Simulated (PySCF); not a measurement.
Radial density of Mn (manganese, neutral)

r2SCAN0, [Ar] 3d7, high-spin 4F determinant (an excited configuration). All numbers are calculated (PySCF 2.14, no relativity, point nucleus, in aug-cc-pVTZ with one added diffuse shell each of s, p, d, f, g type (9s8p6d4f3g, 118 functions)).

| r (bohr) | 4πr²ρ (e/bohr) | 4πr²(ρα − ρβ) |
| --- | --- | --- |
| 0.00108 | 0.1473 | 0.0000 |
| 0.00182 | 0.4016 | 0.0000 |
| 0.00306 | 1.068 | 0.0000 |
| 0.00515 | 2.722 | 0.0000 |
| 0.00867 | 6.463 | -0.0001 |
| 0.0146 | 13.63 | -0.0002 |
| 0.0245 | 23.59 | -0.0003 |
| 0.0413 | 29.83 | -0.0001 |
| 0.0694 | 25.52 | 0.0019 |
| 0.117 | 24.53 | 0.0203 |
| 0.196 | 33.02 | 0.1575 |
| 0.330 | 18.98 | 0.7927 |
| 0.555 | 12.64 | 2.0655 |
| 0.934 | 13.21 | 2.3374 |
| 1.57 | 3.927 | 1.1371 |
| 2.64 | 0.8094 | 0.2241 |
| 4.45 | 0.1628 | -0.0280 |
| 7.48 | 0.02023 | -0.0150 |
| 12.6 | 0.0009437 | -0.0009 |

⟨S²⟩ = 3.85 against 3.75 shows spin contamination.

(1) Where is the radial spin density 4πr²(ρα − ρβ) most negative, and why is it negative at all?

Results:

(1) Around r = 4.45 bohr, down to -0.0280 e/bohr: exchange with the open shell polarises the paired shells in an unrestricted calculation.
